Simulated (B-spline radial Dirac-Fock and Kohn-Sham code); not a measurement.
Elastic and transport cross sections of aluminum for electrons

Method: relativistic (Dirac) partial waves in the static field of the Dirac-Fock atom with Furness-McCarthy exchange, without polarisation or absorption potentials. Computed with a radial finite-basis atomic code. σ_tr1 and σ_tr2 weight the cross section with 1 − P₁ and 1 − P₂ of cos θ; "backward" is the share scattered beyond 90°.

| energy (eV) | σ (a₀²) | σ_tr1 (a₀²) | σ_tr2 (a₀²) | σ/σ_tr1 | backward (%) |
| --- | --- | --- | --- | --- | --- |
| 2280 | 2.40 | 0.119 | 0.240 | 20.2 | 0.98 |
| 2500 | 2.23 | 0.102 | 0.210 | 21.8 | 0.87 |
| 3000 | ? | ? | ? | ? | ? |
| 3240 | 1.81 | 0.0668 | 0.142 | 27.1 | 0.63 |
| 3290 | 1.78 | 0.0651 | 0.139 | 27.4 | 0.61 |
| 3310 | 1.77 | 0.0644 | 0.137 | 27.5 | 0.61 |
| 3440 | 1.72 | 0.0604 | 0.129 | 28.4 | 0.58 |
| 5000 | 1.25 | 0.0321 | 0.0715 | 39.0 | 0.37 |
| 6060 | 1.06 | 0.0230 | 0.0523 | 45.9 | 0.29 |
| 7340 | 0.893 | 0.0165 | 0.0381 | 54.0 | 0.23 |
| 8810 | 0.758 | 0.0120 | 0.0281 | 63.2 | 0.19 |
| 10000 | 0.677 | 0.00961 | 0.0226 | 70.4 | 0.16 |
| 10100 | 0.671 | 0.00944 | 0.0223 | 71.0 | 0.16 |
| 12000 | 0.574 | 0.00696 | 0.0166 | 82.4 | 0.13 |
| 20000 | 0.361 | 0.00281 | 0.00688 | 129 | 0.073 |
| 24200 | 0.304 | 0.00200 | 0.00494 | 152 | 0.058 |
| 24300 | 0.302 | 0.00198 | 0.00491 | 153 | 0.058 |
| 30000 | 0.250 | 0.00136 | 0.00340 | 184 | 0.046 |
| 37200 | 0.207 | 0.000928 | 0.00234 | 223 | 0.036 |

Question: Fill in the row for 3 keV.

Answer: σ = 1.93 a₀², σ_tr1 = 0.0759 a₀², σ_tr2 = 0.160 a₀², σ/σ_tr1 = 25.4, backward 0.69 %. The ratio σ/σ_tr1 is roughly the number of elastic collisions that randomise the direction.
